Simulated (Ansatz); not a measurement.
Reaction (ligand exchange at a Ge–N bond): `C[SiH2][NH][GeH3]` + `NC1=C[SiH2]1` → `[GeH3][NH]C1=C[SiH2]1` + `C[SiH2]N`

Program: Ansatz. Geometries: PBE0-D4/def2-TZVP. ΔE: electronic, gas phase. CBS: MP2 limit from def2 TZ/QZ plus the TZ coupled-cluster correction, frozen cores. DFT in def2-TZVPP. HSE06 is defined as in plane-wave codes. For Ge outer-core shells are correlated without core-valence functions, which leaves a few kJ/mol of doubt a bond. Scalar relativity is left out up to krypton. Each species was taken in one conformer, which may not be the lowest.

Problem. Is it downhill or uphill in electronic energy at CCSD(T)/CBS, and by how much? (Estimate.)

Solution. The calculation gave: Nearly level: ΔE = -0.8 kJ/mol.

Problem. What do these levels give: PBE-D4, BLYP-D4, HSE06-D4, PBE-QIDH, PBE, BLYP, PBE0, BHLYP, RPA@PBE/def2-TZVPP, MP2/def2-SVP, HF/def2-QZVPP, HF/CBS(def2)? (Best estimate.)

Solution. Ansatz gave: PBE-D4 0.5, BLYP-D4 -1.7, HSE06-D4 1.8, PBE-QIDH 1.7, PBE 1.1, BLYP -0.2, PBE0 2.5, BHLYP 2.1, RPA@PBE/def2-TZVPP 0.5, MP2/def2-SVP 2.6, HF/def2-QZVPP 3.3, HF/CBS(def2) 3.3 kJ/mol.

Largest T1 diagnostic among the species: 0.013.

Leaving LDA and LC-ωPBE aside and taking each functional with its dispersion term where it has one, the values, not all of them listed here, spread over 3.7 kJ/mol, from BLYP-D4 to r2SCAN0-D4. In def2-TZVPP, CCSD(T) changes the Hartree–Fock value by −3.5 kJ/mol (the triples alone add −0.8 kJ/mol) and MP2 by −4.9 kJ/mol. At CCSD(T), def2-SVP lies +4.6 kJ/mol from the extrapolated value and def2-TZVPP +0.7 kJ/mol.
